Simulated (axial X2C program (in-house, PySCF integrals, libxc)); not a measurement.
# A run on NRuN⁺ without results

A two-component calculation with an axial X2C code built on PySCF integrals.

Input and command:
```json
{"zs": [7, 44, 7], "q": 1, "bas": ["dyall-av3z", "dyall-v3z", "dyall-av3z"], "r0": [1.74, 1.74], "symm": 1, "scan": ["PBE0", "HF", "TPSSh"], "levels": ["PBE0", "HF", "r2SCAN"], "nst": 2}
```
```bash
python solin.py task.json out
```

Keys: zs atomic numbers; q charge; bas basis sets; r0 starting distance in Å; symm equal bonds; scan levels of the two-bond scan; levels methods; nst determinants followed.

Outcome:

The PBE0 geometry search stopped without converging.
